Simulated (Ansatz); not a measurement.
Born–Oppenheimer molecular dynamics of GaH6NO (9 atoms, charge 0, multiplicity 1). It starts at the highest image of a converged band. Of that band: The profile has 2 maxima (images 2, 4) with wells between them (image 3): this band takes more than one step, which may be the mechanism or a detour left from its start path. Neighbouring images differ by up to 1.6 eV, so the band resolves the path poorly. A vibrational analysis at the climbing image gives one clearly imaginary mode, 1785i cm⁻¹: a first-order saddle point.

Computed with RHF/def2-SVP (Ansatz 0.2.0).

```
ensemble                      : NVE (velocity Verlet)
time step                     : 0.5 fs
steps asked                   : 200
starting velocities drawn for : 300 K
seed                          : 7503
```

First frame:

```xyz
9
Properties=species:S:1:pos:R:3
Ga 0.017 0.237 -0.072
H 0.092 -0.141 1.769
N 1.653 0.087 -0.863
H 1.818 -0.528 -1.635
H 2.518 0.330 -0.420
H -1.317 -0.289 -0.676
O -0.124 1.867 0.981
H 0.517 2.564 0.974
H 0.032 0.862 1.713
```

Q: How far do the bonds stretch over the last three quarters of this one trajectory? (Pairs bonded in most of those frames.)

A: 
| bond | mean (Å) | spread (Å) | shortest | longest |
| --- | --- | --- | --- | --- |
| Ga1–N3 | 1.848 | 0.058 | 1.75 | 1.92 |
| Ga1–H6 | 1.560 | 0.006 | 1.55 | 1.57 |
| Ga1–O7 | 1.783 | 0.073 | 1.68 | 1.90 |
| H2–H9 | 0.753 | 0.033 | 0.70 | 0.80 |
| N3–H4 | 1.003 | 0.008 | 0.99 | 1.02 |
| N3–H5 | 1.005 | 0.009 | 0.99 | 1.02 |
| O7–H8 | 0.944 | 0.005 | 0.94 | 0.95 |

Mean temperature of the second half: 1554 K. The conserved energy stayed within 0.15 meV per atom of its start (net change -0.0013 meV per atom), so the integration is sound. The kinetic energy rose, since the run started high on the potential surface and went downhill. It ends in pieces (GaH4NO + H2), so much of that is their flight and rotation, not heat. A run of 0.1 ps of so small a system gives no equilibrium averages. The orbitals stay closed-shell, which can raise the energy where a bond breaks towards radicals; this wasn't checked here.

Time of the run: 5.1 min on 1 thread of AMD EPYC 7R43 64-Core Processor (Zen 3), on a shared host, peak memory 0.18 GiB.
